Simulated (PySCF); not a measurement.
Compound: C7H15As.
Structure used (PBE0-D3(BJ)/def2-SVP), in Å, numbered top down from 1:
```
atom  x, y, z in Å
C1     2.911    0.699    0.563
C2     1.910    1.047   -0.253
C3     1.452    0.282   -1.438
As4   -0.176   -0.844   -1.147
C5     0.524   -1.904    0.347
C6    -1.266    0.437   -0.081
C7    -1.647    1.638   -0.935
C8    -2.494   -0.275    0.468
H9     3.509   -0.199    0.378
H10    3.174    1.303    1.435
H11    1.350    1.962   -0.022
H12    1.207    0.947   -2.281
H13    2.222   -0.423   -1.791
H14    0.940   -1.263    1.139
H15   -0.281   -2.528    0.760
H16    1.314   -2.572   -0.027
H17   -0.636    0.769    0.762
H18   -0.766    2.191   -1.297
H19   -2.265    2.347   -0.360
H20   -2.233    1.332   -1.817
H21   -3.123   -0.675   -0.344
H22   -2.228   -1.114    1.130
H23   -3.118    0.420    1.055
```

The closed-shell ground state was solved at several levels (PySCF, density fitting, gas phase). Relativistic effects, spin–orbit coupling among them, are left out although an element past zinc is present.

```tsv
level	basis functions	total energy (Eh)	HOMO (eV)	LUMO (eV)	gap (eV)	dipole (D)
PBE0/pcSseg-1	235	-2510.7438	-6.40	0.07	6.47	0.83
KT2/pcSseg-1	235	-2525.1763	-5.43	-0.93	4.50	0.74
```

(1) Estimate the row for CAM-B3LYP/def2-SVPD, a basis of 298 functions; the other rows only guide the guess.

(2) Over all these levels, which gives the widest orbital gap and which the narrowest?

(3) How far do the dipole and the HOMO energy spread over the levels?

Results:

(1) Total energy -2511.1158 Eh, HOMO -7.63 eV, LUMO 1.03 eV, gap 8.66 eV, dipole 0.81 D.

(2) CAM-B3LYP/def2-SVPD (range-separated hybrid) has the widest, 8.66 eV, and KT2/pcSseg-1 (GGA) the narrowest, 4.50 eV. Functional and basis both differ between the two, so the spread mixes both effects.

(3) The dipole runs from 0.74 to 0.83 D (mean 0.79 D) and the HOMO from -7.63 to -5.43 eV.

One conformer stands for the species.
